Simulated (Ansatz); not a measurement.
Total energies of `C[N](C)[In][OH]` radical.

```xyz
12

C    -0.340   -0.673   -1.212
N     0.549   -0.572   -0.102
C    -0.058   -0.844    1.159
In    2.097    1.488   -0.137
O     0.146    2.159    0.117
H    -0.932    0.255   -1.242
H     0.220   -0.742   -2.147
H    -1.033   -1.519   -1.127
H    -0.632    0.050    1.449
H     0.704   -1.014    1.923
H    -0.748   -1.696    1.123
H     0.029    3.108    0.196
```

The species carries charge 0 and has multiplicity 2. Correlated methods include outer-core shells of In, which these sets cover unevenly. In: def2 effective core potential. Geometry: relaxed with PBE0-D4/def2-TZVP. It is one conformer, not always the lowest. Basis def2-TZVPP, the Gaussian-basis code of Ansatz.

RPA on PBE orbitals: Hartree–Fock energy of these orbitals -398.34211 Eh, correlation -1.67531 Eh (frozen core).

```csv
functional,energy without D4 (Eh),D4 term (kJ/mol)
LDA (SPW92),-398.53903,–
PBE,-400.35336,-27.1
revPBE,-400.59440,-80.9
BLYP,-400.49840,-59.1
B97M-V,-400.57831,–
B3LYP,-400.68729,-43.8
r2SCAN0,-400.50059,-7.9
HSE06 (plane-wave form),-400.34937,-21.6
CAM-B3LYP,-400.49247,-23.6
LC-ωPBE,-400.49819,–
ωB97X-V,-400.51432,–
ωB97M-V,-400.45936,–
B2PLYP,-400.22651,–
PBE-QIDH,-400.12286,–
```

Problem. Give the same for r2SCAN, PBE0, r2SCANh, BHLYP. (An estimate is asked.)

Solution. Ansatz gave: 
```csv
functional,energy without D4 (Eh),D4 term (kJ/mol)
r2SCAN,-400.56387,-6.7
PBE0,-400.36198,-23.1
r2SCANh,-400.53789,-7.1
BHLYP,-400.40798,-34.5
```

B3LYP takes the VWN-RPA correlation (the form of Gaussian; ORCA's B3LYP/G). HSE06 is the plane-wave form, built on full-range PBE exchange. The double hybrids freeze the cores in their second-order part.

LC-ωPBE has ω = 0.4 bohr⁻¹.
